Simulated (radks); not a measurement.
Exchange energies: the exact (Fock) value of the Kohn-Sham orbitals and density-functional approximations, as 100 (|E| - |E exact|)/|E exact|, negative where the magnitude is too small. Species: Pd [Kr] 4d10; Sr [Kr] 5s2; P5+ [Ne]; Si4+ [Ne]. Calculated with a radial shooting solver on a logarithmic mesh with Libxc functionals: non-relativistic Kohn-Sham, LDA (Slater exchange, Perdew-Wang correlation), spin-polarised, spherical densities, point nucleus. Every spin shell is full or empty, so the densities are truly spherical. Functionals are evaluated on that one density, not self-consistently.

functional,Pd,Sr,P5+,Si4+
exact (hartree),-138.869,-101.806,-20.8923,-19.1312
LDA,-4.94,-5.41,-8.52,-8.56
PBE,-0.35,-0.40,-0.75,-0.70
PBEsol,-2.26,-2.47,-3.78,-3.76
PW86,-0.07,+0.02,+0.33,+0.41
B86b,+0.08,+0.07,-0.09,-0.03
EV93,-0.17,-0.07,+1.32,+1.43
revTPSS,-0.83,-0.83,-0.46,-0.40
MS2,-0.50,-0.45,+0.06,+0.12
MVS,+0.11,+0.02,-0.17,-0.15
